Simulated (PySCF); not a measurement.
O2Sc, neutral, multiplicity 2. Atoms are numbered in the order given.

```xyz
3

Sc     0.0000     0.0000     0.3302
O      0.0000     1.6002    -0.4334
O      0.0000    -1.6002    -0.4334
```
Charge 0, spin multiplicity 2.

The structure is a stationary point at PBE-D3(BJ)/def2-TZVP.

These are PBE/def2-TZVPD run with PySCF values and carry that method's errors.

Mulliken values depend strongly on the basis, most of all with diffuse functions as here. ESP charges are fitted to the potential on shells at 1.4 to 2.0 van der Waals radii. Atomic charges (e):

```json
[
 {"atom": "Sc1", "Mulliken": "1.36", "meta-Löwdin": "1.12", "ESP fit": "1.40", "Mulliken spin": "-0.08"},
 {"atom": "O2", "Mulliken": "-0.68", "meta-Löwdin": "-0.56", "ESP fit": "-0.70", "Mulliken spin": "0.54"},
 {"atom": "O3", "Mulliken": "-0.68", "meta-Löwdin": "-0.56", "ESP fit": "-0.70", "Mulliken spin": "0.54"}
]
```
